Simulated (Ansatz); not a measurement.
Two isomers of C4H9B: A = `CC1CBC1`, B = `BC=C(C)C`.

Program: Ansatz. Geometries: PBE0-D4/def2-TZVP. ΔE: electronic, gas phase. CCSD(T)/CBS is the MP2 limit (def2-TZVPP, def2-QZVPP) plus CCSD(T) − MP2 in def2-TZVPP, frozen cores. DFT in def2-TZVPP. B3LYP here is the variant with VWN-RPA as its local correlation; programs differ in this.

A:

```xyz
14

C    -0.027   -1.684    0.243
C    -0.070   -0.318   -0.404
C    -1.084    0.722    0.156
B     0.049    1.775   -0.112
C     1.133    0.640   -0.162
H    -0.964   -2.227    0.089
H     0.787   -2.292   -0.163
H     0.131   -1.590    1.322
H    -0.228   -0.427   -1.481
H    -2.075    0.801   -0.293
H    -1.213    0.556    1.233
H     0.052    2.939   -0.391
H     1.961    0.652   -0.873
H     1.548    0.454    0.837
```

B:

```xyz
14

B     1.290    0.028    1.877
C     0.985   -0.447    0.463
C    -0.079   -0.089   -0.295
C    -1.148    0.853    0.144
C    -0.264   -0.630   -1.674
H     2.270   -0.368    2.442
H     0.582    0.796    2.464
H     1.673   -1.146   -0.011
H    -2.123    0.354    0.106
H    -1.211    1.697   -0.551
H    -0.986    1.234    1.149
H    -0.304    0.187   -2.403
H    -1.222   -1.155   -1.753
H     0.536   -1.314   -1.957
```

**Question.** Which is lower in electronic energy at CCSD(T)/CBS, and by how much? (Estimate.)

**Answer.** The calculation gave: B, by 4.5 kcal/mol.

**Question.** Give E(B) − E(A) in kcal/mol with PBE-D4, B2PLYP, BLYP-D4, CCSD(T)/def2-TZVPP, B3LYP-D4, CCSD/def2-TZVPP, HF/def2-TZVPP. (Estimate.)

**Answer.** Ansatz gave: PBE-D4 -3.9, B2PLYP -7.2, BLYP-D4 -10.6, CCSD(T)/def2-TZVPP -4.8, B3LYP-D4 -8.5, CCSD/def2-TZVPP -4.4, HF/def2-TZVPP -9.6. None reverses the order clearly.

**Question.** Does the order hold for the free energy at 298.15 K (harmonic terms from PBE0-D4)? (An estimate is asked.)

**Answer.** Ansatz gave: Yes: G(B) − G(A) = -6.2 kcal/mol.

Largest T1 diagnostic: 0.011.

From PBE to PBE0 (25 % exact exchange), in def2-TZVPP and without D4, E(B) − E(A) moves by +2.0 kcal/mol. In def2-TZVPP, CCSD(T) changes the Hartree–Fock value by +4.8 kcal/mol (the triples alone add −0.4 kcal/mol) and MP2 by +6.3 kcal/mol.
